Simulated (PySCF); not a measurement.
Gas-phase reaction: HfCl4 + 6 OH = HfCl2(OH)2 + 2 ClO + 2 H2O

Method: PySCF energies plus ideal-gas RRHO corrections (1 bar). † marks an energy on the PBE0/def2-TZVP geometry and frequencies; other levels use their own. Open shells (unrestricted): OH (multiplicity 2, electronic degeneracy 4), ClO (multiplicity 2, electronic degeneracy 4); the rest are closed-shell singlets. Spin-orbit splitting is ignored; it lowers the true energy and changes the entropy of OH, ClO. Hf: scalar-relativistic def2 core potential, no spin-orbit coupling. HfCl2(OH)2: computed as isolated molecules; such fragments, hydroxides, amides, oligomers or adducts are transient or little studied in the gas. The harmonic model lacks anharmonicity and excited electronic states, which grow with temperature; levels with a mode under 35 cm⁻¹ are left out. Soft modes under 120 cm⁻¹ make the harmonic entropy rough for HfCl4, HfCl2(OH)2.

ΔH° and ΔS° at 298 K: BLYP/def2-TZVP† -807 kJ, -249 J/K; M06-2X/def2-TZVP† -754 kJ, -249 J/K; PBE/def2-SVP -844 kJ, -254 J/K; PBE/def2-TZVP† -857 kJ, -249 J/K; PBE0/def2-QZVP† -745 kJ, -249 J/K; PBE0/def2-SVP† -703 kJ, -249 J/K.

Task: With the heat capacities included, give log10 K (1 bar) at 500, 600, 1400, 1600, 1800 K from BLYP/def2-TZVP†, M06-2X/def2-TZVP†, PBE/def2-SVP, PBE/def2-TZVP†, PBE0/def2-QZVP†, PBE0/def2-SVP†.

Result: 
| T (K) | BLYP/def2-TZVP† | M06-2X/def2-TZVP† | PBE/def2-SVP | PBE/def2-TZVP† | PBE0/def2-QZVP† | PBE0/def2-SVP† |
|---|---|---|---|---|---|---|
| 500 | 71.2 | 65.6 | 74.8 | 76.4 | 64.7 | 60.3 |
| 600 | 57.1 | 52.5 | 60.1 | 61.5 | 51.7 | 48.0 |
| 1400 | 16.8 | 14.8 | 17.9 | 18.7 | 14.5 | 12.9 |
| 1600 | 13.0 | 11.3 | 14.0 | 14.7 | 11.0 | 9.6 |
| 1800 | 10.1 | 8.6 | 11.0 | 11.6 | 8.3 | 7.1 |
